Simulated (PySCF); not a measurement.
Compound: C₃H₃F₂Si (doublet state).
Bonds: F1–C2, C2–F3, C2–C4, C4–C5 (triple), C5–Si6. Hydrogens: H7, H8, H9 on Si6.

The species is `[C](F)(C#C[SiH3])F` [radical].

Computed, not measured: UKS B3LYP, pcH-1 on C F H Si, non-relativistic, mean-field spin-orbit, GIAO in PySCF. Geometry: GFN2-xTB; no solvent, vibrations or thermal averaging. The geometry wasn't refined by DFT: couplings that depend on bond lengths, twists or pyramidal angles can differ widely from those at the functional's own minimum. Stability of the SCF solution: not tested.

(1) Predict the first-order ENDOR lines of F1, F3 and H7/H8/H9 under fast tumbling at B = 3341.2 mT (W band).

(2) Which pairs are centred on the nuclear Larmor frequency, and which on half the coupling?

(3) At what field would the lower line of F3 fall to zero frequency?

Answers

(1) For S = 1/2 in fast tumbling each set of equivalent nuclei gives two lines, ν± = |νn ± a/2| to first order, with νn = g_N μN B/h and μN/h = 7.62259 MHz/T.

```csv
nuclei,isotope,g_N,νn (MHz),a_iso (MHz),lower line (MHz),upper line (MHz)
F1,19F,5.2577,133.91,101.29,83.26,184.55
F3,19F,5.2577,133.91,101.29,83.26,184.55
H7/H8/H9,1H,5.5857,142.26,24.53,130.00,154.52
```

(2) Centred on νn, since |a| < 2νn: F1, F3 and H7/H8/H9. No pair has |a| > 2νn.

(3) Where νn = |a|/2, that is B = 50.65 MHz/(5.2577 × 7.62259 MHz/T) = 1260 mT, as far as first order holds there.

Class means assume fast exchange of nuclei equivalent by connectivity; if that motion is slow, each nucleus keeps its own coupling. F1 and F3 aren't averaged: C2 is flat or nearly so (angle sum 360°), and its turn about the short C2–C4 bond (1.35 Å) is taken as slow. The three 1H nuclei of mean +24.5 MHz run from 6.6 to 47.0 MHz in the frozen geometry.

Hardware: one thread, Arm Neoverse V2 (aarch64), shared host. Cost: 26 s (with the writing of density and orbital grids), 0.69 GiB resident at most.
